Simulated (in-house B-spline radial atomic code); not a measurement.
Radial electron density of S IV (S3+), [Ne] 3s2 3p1. Method: non-relativistic LC-wPBE, spin-polarised, spherical fractional occupations, point nucleus. Calculated with an all-electron radial atomic-structure program (B-spline basis).

Caution: exact exchange at fractional occupations of open shells leaves self-interaction of up to several eV.

Columns: r (bohr), 4πr²n(r) (electrons per bohr), bar.

```
 0.00368   0.4056 #
  0.0044   0.5666 #
 0.00527   0.7904 ##
 0.00631    1.096 ###
 0.00755    1.508 ####
 0.00904    2.061 #####
  0.0108    2.781 #######
   0.013    3.756 #########
  0.0155    4.929 ############
  0.0186    6.429 ###############
  0.0222    8.165 ####################
  0.0266    10.19 ########################
  0.0318    12.35 ##############################
  0.0381    14.53 ###################################
  0.0456    16.44 #######################################
  0.0546    17.81 ###########################################
  0.0654    18.34 ############################################
  0.0783    17.87 ###########################################
  0.0937    16.48 ########################################
   0.112    14.57 ###################################
   0.134    12.81 ###############################
   0.161    11.94 #############################
   0.192    12.45 ##############################
    0.23     14.2 ##################################
   0.276    16.34 #######################################
    0.33    17.56 ##########################################
   0.395    16.88 ########################################
   0.473    14.12 ##################################
   0.566    10.15 ########################
   0.678    6.293 ###############
   0.811    3.708 #########
   0.971    2.614 ######
    1.16    2.464 ######
    1.39    2.428 ######
    1.67    2.002 #####
    1.99    1.302 ###
    2.39    0.622 #
    2.86   0.2221 #
    3.42  0.05734 
    4.09  0.01007 
     4.9 0.001129 
    5.87 7.388e-05
```

On this grid the curve has 2 maxima, near 0.0654, 0.33 bohr.

The 3p up radial function P(r) = rR(r), positive near the nucleus:

```json
{"r (bohr)": "0.00527", "P": "0.001158"}
{"r (bohr)": "0.00755", "P": "0.002333"}
{"r (bohr)": "0.0108", "P": "0.004652"}
{"r (bohr)": "0.0155", "P": "0.009231"}
{"r (bohr)": "0.0222", "P": "0.01796"}
{"r (bohr)": "0.0318", "P": "0.03417"}
{"r (bohr)": "0.0456", "P": "0.06311"}
{"r (bohr)": "0.0654", "P": "0.1115"}
{"r (bohr)": "0.0937", "P": "0.1846"}
{"r (bohr)": "0.134", "P": "0.2792"}
{"r (bohr)": "0.192", "P": "0.3725"}
{"r (bohr)": "0.276", "P": "0.4078"}
{"r (bohr)": "0.395", "P": "0.3041"}
{"r (bohr)": "0.566", "P": "0.01186"}
{"r (bohr)": "0.811", "P": "-0.4094"}
{"r (bohr)": "1.16", "P": "-0.7635"}
{"r (bohr)": "1.67", "P": "-0.8101"}
{"r (bohr)": "2.39", "P": "-0.5114"}
{"r (bohr)": "3.42", "P": "-0.1803"}
{"r (bohr)": "4.9", "P": "-0.02931"}
```
